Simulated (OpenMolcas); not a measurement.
Mo5+ (d1) among equal point charges was computed by CASSCF with the d shell active (OpenMolcas, ANO-RCC-VTZP on the metal). Its lowest spin-free states, and all those of the highest spin:

```
2S+1  Degeneracy  E (cm-1)
   2           2       0.0
   2           3      2041
```

Is the site octahedral, tetrahedral or cube-like, axial, or of lower symmetry?

The states with 2S+1 = 2 have orbital degeneracies 2, 3. Threefold states need a cubic site. For d1 at this spin an octahedron puts the threefold T2 below the twofold E and a tetrahedron or cube puts the twofold E below the threefold T2, so the site is a tetrahedron or a cube, which this pattern cannot tell apart. The first gap at this spin, 2040 cm-1, is |10Dq| in ligand-field theory. The run had Mo5+ among 4 point charges of -1.2 e arranged as a tetrahedron (Td), 2.04 Å from the ion.

An orbital doublet at a regular site is open to a Jahn-Teller distortion, which this geometry leaves out. The ground term spreads over less than 5000 cm-1, several times less than with real ligands, so orbital moments are less quenched and χT lies further from the spin-only value than at real sites. Point charges carry no covalency, so the field is a model and not that of real ligands. No measured value stands beside these numbers.
